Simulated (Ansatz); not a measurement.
Single points on n-SiSiSiSiSiH12 (Si5H12).

```yaml
crystal:
  periodic: [false, false, false]
  atoms:
    - {symbol: Si, position_ang: [0.292358, 1.066039, 2.396267]}
    - {symbol: Si, position_ang: [1.486216, -0.539727, 1.169347]}
    - {symbol: Si, position_ang: [-0.043778, -1.887625, 0.002624]}
    - {symbol: Si, position_ang: [-1.508002, -0.468474, -1.163890]}
    - {symbol: Si, position_ang: [-0.243915, 1.073239, -2.402596]}
    - {symbol: H, position_ang: [-0.718782, 0.385359, 3.262271]}
    - {symbol: H, position_ang: [1.199758, 1.881427, 3.261561]}
    - {symbol: H, position_ang: [-0.427982, 1.980327, 1.458153]}
    - {symbol: H, position_ang: [2.338341, -1.361095, 2.086087]}
    - {symbol: H, position_ang: [2.381951, 0.150388, 0.187259]}
    - {symbol: H, position_ang: [-0.797133, -2.745413, 0.972094]}
    - {symbol: H, position_ang: [0.669236, -2.778034, -0.967918]}
    - {symbol: H, position_ang: [-2.362537, 0.268603, -0.179121]}
    - {symbol: H, position_ang: [-2.405560, -1.248739, -2.073306]}
    - {symbol: H, position_ang: [0.534668, 1.946113, -1.471388]}
    - {symbol: H, position_ang: [0.719915, 0.340044, -3.279800]}
    - {symbol: H, position_ang: [-1.114763, 1.937565, -3.257652]}
basis:
  gaussian: {orbitals: def2-SVP, initial_orbitals: start.molden}
correlation: {method: ccsd_t}
scf: {omitted_lower_state_checks: [starts]}
output: {orbitals: {seedname: orbitals}}
```

The file start.molden holds the orbitals of an earlier run on this structure, at another level or in another basis.

```sh
$ ansatz run in.yaml --threads 4 --pin off --events-out ev --progress --plain --max-ram 4787MiB
```

It prints (some lines left out):

```
Functional definition: HF
1460 factors; integrals over basis functions are off by at most 1.1e-3 eV
mean field evaluation 1: about -39487.6643 eV, gradient 2.0e1 eV
mean field evaluation 2: about -39488.4998 eV, gradient 7.3e-1 eV
mean field evaluation 4: about -39488.5053 eV, gradient 1.0e-2 eV
mean field -39488.50530048 eV, -1451.1758035225 hartree, gradient 3.4e-6 eV, S^2 0.000000; 0 other end points of the search recorded, 0 dependent functions left out
25 core orbitals not correlated: weight in the atoms' cores, before any rotation towards them, 1.000 or more for the frozen orbitals, at most 0.000 for the correlated occupied ones
reference -39488.50530048 eV, -1451.1758035225 hartree; 16, 16 occupied and 109, 109 virtual orbitals, 1460 factors
second order -13.95220150 eV of doubles, -0.00000000 eV of singles
cycle   1  -16.10364723 eV  change    -2.2e0 eV  update   1.1e-1
cycle   2  -16.85771681 eV  change   -7.5e-1 eV  update   3.7e-2
cycle   3  -16.89782062 eV  change   -4.0e-2 eV  update   9.4e-3
cycle   4  -16.89189112 eV  change    5.9e-3 eV  update   3.2e-3
cycle   5  -16.89029090 eV  change    1.6e-3 eV  update   8.3e-4
cycle   6  -16.89006723 eV  change    2.2e-4 eV  update   2.4e-4
cycle   7  -16.89004589 eV  change    2.1e-5 eV  update   6.0e-5
cycle   8  -16.89005963 eV  change   -1.4e-5 eV  update   1.7e-5
perturbative correction -0.48717969 eV, -0.0179035233 hartree
Total energy: -39505.88253980 eV, -1451.8144052886 hartree
Checks for a lower state left out: starts
```

It took 16 s on 4 threads of Arm Neoverse V2 on a shared host, peak host memory 0.97 GiB.

The first input with `gaussian: {orbitals: def2-TZVP, initial_orbitals: start.molden}`, `hamiltonian: {xc: pbe, dispersion: d4}`, `output: {forces: true, orbitals: {seedname: orbitals}}` and without the key `correlation` (abridged; 4.5 s):

```
Functional definition: PBE
mean field -39563.50256094 eV, -1453.9319020093 hartree, gradient 2.5e-5 eV, S^2 0.000000
Total energy: -39564.01939259 eV, -1453.9508952223 hartree
Atom 0 force     0.039574    -0.031247    -0.021218 eV/Å
Atom 1 force    -0.074942    -0.003664    -0.003522 eV/Å
Atom 2 force     0.006761     0.080325    -0.004833 eV/Å
Atom 3 force     0.068025    -0.005863     0.006123 eV/Å
Atom 4 force    -0.032446    -0.033648     0.024505 eV/Å
Atom 5 force    -0.017600    -0.004315     0.023938 eV/Å
Atom 6 force     0.003433     0.015395     0.014047 eV/Å
Atom 7 force    -0.013704     0.017787    -0.013869 eV/Å
Atom 8 force     0.026216    -0.019489     0.021696 eV/Å
Atom 9 force     0.017156     0.008371    -0.016951 eV/Å
Atom 10 force    -0.008533    -0.020032     0.014480 eV/Å
Atom 11 force     0.006374    -0.023446    -0.014537 eV/Å
Atom 12 force    -0.018454     0.009408     0.015858 eV/Å
Atom 13 force    -0.026283    -0.017765    -0.020577 eV/Å
Atom 14 force     0.013746     0.016284     0.012382 eV/Å
Atom 15 force     0.016458    -0.003358    -0.023469 eV/Å
Atom 16 force    -0.005782     0.015259    -0.014055 eV/Å
Dipole moment:    -0.000544    -0.023336    -0.000183 e Å
Checks for a lower state left out: starts
```

First input, but with `gaussian: {orbitals: def2-TZVP, initial_orbitals: start.molden}`, `hamiltonian: {xc: lda}` and without the key `correlation` (abridged; 2.1 s):

```
Functional definition: SPW92
mean field -39423.67378561 eV, -1448.7932892954 hartree, gradient 5.0e-5 eV, S^2 0.000000
Total energy: -39423.67384608 eV, -1448.7932915177 hartree
Checks for a lower state left out: starts
```

The first input with `gaussian: {orbitals: def2-TZVP, initial_orbitals: start.molden}`, `correlation: {method: mp2}` (abridged; 5.5 s):

```
Functional definition: HF
mean field -39502.36894358 eV, -1451.6852830093 hartree, gradient 3.0e-6 eV, S^2 0.000000
25 core orbitals not correlated: weight in the atoms' cores, before any rotation towards them, 1.000 or more for the frozen orbitals, at most 0.000 for the correlated occupied ones
second order -16.26500215 eV of doubles, -0.00000000 eV of singles
Total energy: -39518.63394573 eV, -1452.2830108136 hartree
Checks for a lower state left out: starts
```

Geometry: r2SCAN-D4/def2-SVP.

Correlated methods freeze 25 core orbitals. Another isomer (singlet) lies 0.16 eV lower at PBE0-D4/def2-TZVP; other spin states weren't run for this one.
